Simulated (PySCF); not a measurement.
Co+: excitation energy

Co+ [Ar] 3d8 (3F) → Co+ [Ar] 3d7 4s1 (5F), as a difference of total energies. All numbers are calculated (PySCF 2.14, no relativity, point nucleus, in def2-QZVPPD). Correlated levels: valence: [Ar] frozen; valence and next inner shell: [Ne] frozen. The calculations carry no spin-orbit coupling.

Problem. Order these methods by the excitation energy they give, lowest first.
A. MP2 (valence and next inner shell)
B. CAM-B3LYP
C. LDA
D. PBE0

Solution. D (0.585 eV), B (0.775 eV), C (1.109 eV), A (1.332 eV).

These non-relativistic numbers lack the scalar-relativistic shift.

Errors of the correlated levels include the incompleteness of this basis and the frozen core.

For comparison: 0.429 eV (measured; NIST levels, between the centres of gravity of the two terms).
